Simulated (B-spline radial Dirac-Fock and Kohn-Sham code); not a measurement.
**Satellites and hypersatellites of the K lines of Au⁵⁴⁺**

System: gold as Au⁵⁴⁺, configuration [Ar] 3d7.

The computed values come from an atomic code on a B-spline grid: Dirac-Fock (average of configuration) total-energy differences with a finite nucleus, the Breit interaction including its frequency dependence, and self-energy and vacuum-polarisation corrections. Each two-hole energy is an average over J within one jj subconfiguration, not an observable level; in light atoms, where LS coupling holds, the j-resolved values are not observed lines, and for a K spectator the Kα1 hypersatellite is nearly forbidden. No correlation.

Lines without a spectator: Kα2 (K-L2) 67057.6 eV, Kα1 (K-L3) 68888.8 eV, Kβ3 (K-M2) 77933.4 eV, Kβ1 (K-M3) 78376.2 eV. Shifts in eV with one spectator hole (a dash: not computed, or left out as unreliable):

```csv
spectator hole,Kα2,Kα1,Kβ3,Kβ1
K (1s),+1087.6,+1183.5,+1419.5,+1443.9
L2 (2p1/2),+145.7,+199.7,–,+375.9
L3 (2p3/2),+103.7,+117.0,+273.0,–
M2 (3p1/2),–,+37.0,+73.2,+85.9
M3 (3p3/2),+19.62,–,+61.5,+63.7
```
